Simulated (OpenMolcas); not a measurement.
Rh2+ among 6 point charges of -1.7 e arranged as a trigonal antiprism (D3d), 1.82 Å from the ion, with a polar angle of 58.0° against the regular 54.74°. The active orbitals were held to one l.
```
   0.0000    1.5438    0.9639  -1.70
  -1.3370   -0.7719    0.9639  -1.70
   1.3370   -0.7719    0.9639  -1.70
   0.0000   -1.5438   -0.9639  -1.70
   1.3370    0.7719   -0.9639  -1.70
  -1.3370    0.7719   -0.9639  -1.70
```

| Property | Result |
| --- | --- |
| Program | OpenMolcas |
| Method | CASSCF |
| Basis | ANO-RCC-VDZP [6s5p3d1f] |
| Scalar Hamiltonian | DKH2, point nucleus |
| Active space | 7 electrons in 5 orbitals (4d) |
| State averaging | 2S+1 = 4 even, 10 roots; 2S+1 = 2 even, 40 roots |
| Spin-orbit coupling | state interaction with AMFI integrals over the reference wave functions |

(1) What is the spin-free ground state (labels of D3, the rotations of D3d)?

(2) Where is the first state of the same spin?

(3) What are the lowest two levels with spin-orbit coupling?

(4) What is χT at 300 K, and how does it compare with the textbook value?

Results:

(1) 4E, 2-fold in its orbital part, 89 % from free-ion F terms; it has the highest spin that d7 allows.

(2) 4A2 at 1200 cm-1 above the ground state.

(3) A 2-fold level E1/2 with g = 3.29, 4.65, 4.65, then a 2-fold level E1/2 390.6 cm-1 above it. Their leading multiplicities are 4 (99 %) and 4 (95 %).

(4) The lowest level has 2S+1 = 4, for which the spin-only value is χT = S(S+1) / 2 = 1.875 cm3 K/mol (g = 2). The computed 3.040 at 300 K differs by +1.165, through orbital momentum, spin-orbit coupling and any other state in reach.

An orbital doublet at a regular site is open to a Jahn-Teller distortion, which this geometry leaves out. Without dynamic correlation the repulsion within the d shell is too large (B by tens of per cent), so at a given field states of lower spin stand too high. This shell can be high or low spin here, a state of another spin lies low, and with metal d orbitals alone active their balance is uncertain, so the ground spin may be wrong. Point charges give a weaker field than real ligands, and real ions of this kind are as a rule low spin; the high spin found here belongs to the model. This is an electrostatic model: the charges have no orbitals. No measured value stands beside these numbers.
